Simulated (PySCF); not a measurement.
**Where the electron goes**

Species: C4H2F3PS.
Numbering: `[F:1][C:2]([F:3])([F:4])[c:5]1[p:6][cH:7][cH:8][s:9]1` (hydrogens: H10 on C7; H11 on C8)

Computed with PySCF 2.14.0, density-fitted response routines, TDDFT CAM-B3LYP/def2-SVPD, vertical, gas phase, core orbitals frozen in the response. Geometry: GFN2-xTB; no solvent, vibrations or thermal averaging. Torsions of this conformer, `[F:1][C:2]([F:3])([F:4])[c:5]1[p:6][cH:7][cH:8][s:9]1`: F1–C2–C5–P6 120°.

Frontier orbitals with the atoms that hold most of them (Löwdin shares over 4%, at most four atoms; ? is withheld):

```json
{"orbital": "LUMO+2", "ε (eV)": "0.69", "atoms": "S9 60%, P6 10%, C5 8%, C8 7%"}
{"orbital": "LUMO+1", "ε (eV)": "0.65", "atoms": "C7 29%, C8 25%, P6 20%, S9 9%"}
{"orbital": "LUMO", "ε (eV)": "-1.19", "atoms": "?"}
{"orbital": "HOMO", "ε (eV)": "-8.81", "atoms": "?"}
{"orbital": "HOMO-1", "ε (eV)": "-9.36", "atoms": "C7 28%, C8 21%, S9 20%, C5 17%"}
{"orbital": "HOMO-2", "ε (eV)": "-9.98", "atoms": "P6 62%, S9 11%, C7 11%, C5 8%"}
{"orbital": "HOMO-3", "ε (eV)": "-12.24", "atoms": "C7 21%, P6 21%, C5 20%, S9 8%"}
```

Which atoms hold the HOMO, and with what shares?

P6 (bonded to 2 C) 29%; C5 (bonded to C, P and S) 25%; S9 (bonded to 2 C) 22%; C8 (bonded to C, S and H) 11%. By element: carbon 36% or more, phosphorus 29%, sulfur 22%.

Which atoms hold the LUMO, and with what shares?

P6 (bonded to 2 C) 31%; C5 (bonded to C, P and S) 23%; S9 (bonded to 2 C) 20%; C8 (bonded to C, S and H) 10%. By element: carbon 33% or more, phosphorus 31%, sulfur 20%.

The HOMO–LUMO gap is 7.62 eV. Where does the response calculation put the lowest singlet, and from which orbitals?

S1 is at 4.92 eV (f = 0.138), 2.70 eV below the gap, made of HOMO→LUMO (93%). Without the coupling terms of the response equations the lowest excitation would equal the gap.

One configuration dominates each of S1, S2, S3, S5, S7 and S8. Which, and how do the shares of the two leading atoms of either orbital change from the occupied to the empty one?

- S1 (4.92 eV, f 0.138), HOMO→LUMO (93%): P6 29% → 31%, C5 25% → 23%
- S2 (5.10 eV, f 0.051), HOMO-1→LUMO (91%): C7 28% → at most 10%, C8 21% → 10%, P6 at most 14% → 31%, C5 17% → 23%
- S3 (5.18 eV, f 0.0076), HOMO-2→LUMO (99%): P6 62% → 31%, S9 11% → 20%, C5 8% → 23%
- S5 (6.43 eV, f 0.143), HOMO→LUMO+1 (86%): P6 29% → 20%, C5 25% → at most 10%, C7 at most 11% → 29%, C8 11% → 25%
- S7 (7.02 eV, f 0.0065), HOMO-2→LUMO+1 (82%): P6 62% → 20%, S9 11% → 9%, C7 11% → 29%, C8 at most 8% → 25%
- S8 (7.03 eV, f 0.104), HOMO-1→LUMO+1 (80%): C7 28% → 29%, C8 21% → 25%

Löwdin shares depend on the basis, the more so with diffuse functions.
